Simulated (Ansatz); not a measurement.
A structure drawn as `BN([SiH2][SiH3])[SiH2][SiH3]`, with this starting geometry:

Cartesian coordinates in Å:
```
B 1.6911 -1.2118 0.4348
N 0.6489 -0.3698 -0.2044
Si 1.3020 1.3018 -0.2254
Si 0.0833 2.5062 -1.7699
Si -0.8301 -0.3831 0.7870
Si -1.8472 -2.3887 0.6803
H 2.0252 -1.0050 1.5749
H 2.1213 -2.2027 -0.0954
H 1.1939 1.9315 1.0835
H 2.6631 1.3015 -0.7196
H -1.3037 2.6504 -1.2371
H 0.1204 1.8960 -3.0424
H 0.6948 3.8619 -1.7340
H -1.8077 0.6370 0.3119
H -0.5195 -0.0486 2.1896
H -2.2095 -2.6862 -0.7207
H -0.9401 -3.4275 1.1863
H -3.0860 -2.3628 1.5004
```

The species carries charge 0 and has multiplicity 1.

Does it keep its bonds when Ansatz relaxes it at PBE-D4/def2-SVP and then PBE0-D4/def2-TZVP?

Yes, every drawn bond is still there and no new one forms.

Give the relaxed structure. (Estimate.)

Ansatz gave: 
Z-matrix (Å, degrees):
```
Si
N 1 1.764
Si 1 2.341 2 110.3
H 1 1.486 2 109.6 3 -122.9
H 1 1.490 2 107.1 3 119.5
B 2 1.405 1 118.5 3 76.9
Si 2 1.759 1 119.0 3 -101.5
H 3 1.488 1 110.0 2 -61.2
H 3 1.488 1 110.6 2 178.4
H 3 1.488 1 109.6 2 58.3
H 6 1.201 2 120.4 1 -179.0
H 6 1.201 2 119.6 1 0.9
Si 7 2.339 2 111.9 1 171.5
H 7 1.491 2 108.2 1 50.1
H 7 1.490 2 109.2 1 -65.6
H 13 1.486 7 111.1 2 -57.3
H 13 1.490 7 107.2 2 -175.9
H 13 1.486 7 111.7 2 65.3
```
No frequency check was run.

Atoms count as bonded under 1.1 times the sum of their covalent radii (H–H under 0.85 Å, pairs among N, O and F under 1.55 Å), and a drawn bond as lost past 1.3 times.
